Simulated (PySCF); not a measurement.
## Which proton of bromochloromethane is most acidic?

System: bromochloromethane, `ClCBr` (CH2BrCl). Non-hydrogen atoms are numbered in `[Cl:1][CH2:2][Br:3]`.

Level of theory: ωB97X-D3(BJ)/ma-def2-TZVP single points in PySCF, grid level 2; every species was optimised with PBE0-D3(BJ)/ma-def2-SVP. The prefix ma- adds one diffuse s and one diffuse p function on all atoms but H. ωB97X-D3(BJ) is ωB97X-V with D3(BJ) in place of VV10. Zero-point and thermal terms (298.15 K, 1 bar) come from unscaled PBE0-D3(BJ)/ma-def2-SVP harmonic frequencies, with soft modes damped to free rotors in the entropy.

| site | product | ΔH(acid) / kJ/mol | ΔG(acid) / kJ/mol |
| --- | --- | --- | --- |
| C2 (methylene carbon) | `Cl[CH-]Br` | 1578 | 1544 |

ΔH and ΔG refer to AH → A⁻ + H⁺ in the gas phase. Sites whose products fell apart, merged with another or lost in a GFN2-xTB screen aren't listed.

In water the product from C2 is solvated 217 kJ/mol more strongly than the parent (electrostatics only).

In dichloromethane the product from C2 is solvated 195 kJ/mol more strongly than the parent (electrostatics only).

Measured values (NIST Chemistry WebBook, evaluated or the median of agreeing entries): deprotonation enthalpy (ΔH) 1561 kJ/mol (computed 1578, difference 17); gas-phase acidity (ΔG) 1528 kJ/mol (computed 1544, difference 16).

Caveats: atoms from Ga to Kr are treated without relativity.
